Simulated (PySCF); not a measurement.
## UHF on Zn (zinc, neutral)

Configuration: [Ar] 3d9 4s2 5s1, high-spin 3D determinant (an excited configuration). Calculation: PySCF 2.14, in aug-cc-pVQZ-PP with ECP10MDF (7s7p6d4f3g2h, 135 functions); scalar relativity through the core potential.

```
Total energy                                                  : -225.527921 hartree
One-electron energy                                           : -399.1566 hartree
Hartree (Coulomb) energy                                      : 193.0620 hartree
Exchange energy                                               : -19.4333 hartree
⟨S²⟩                                                          : 2.0017
⟨L²⟩                                                          : 6.014
Sum of ⟨r⟩                                                    : 25.81 bohr
Sum of ⟨r²⟩                                                   : 95.57 bohr²
Traceless quadrupole moment −½Σ⟨3z² − r²⟩ along its main axis : -0.148 e·bohr²
Time after the integrals                                      : of the order of 5 core-seconds
```

```tsv
shell	electrons	mean orbital energy (hartree)	spread (hartree)	rms radius, mean of both spins (bohr)
3s α	1	-6.43803	0	0.728
3s β	1	-6.30821	0	0.728
3p α	3	-4.49978	0.10002	0.768
3p β	3	-4.34728	0.08093	0.768
3d α	5	-1.29972	0.11571	0.930
3d β	4	-1.23298	0.08928	0.930
4s α	1	-0.55004	0	2.56
4s β	1	-0.53382	0	2.56
5s α	1	-0.09741	0	8.37
```

Energies and moments cover only the electrons outside the core potential. The outer electron is Rydberg-like, and this basis confines it to a smaller radius and binds it less than a complete one would.
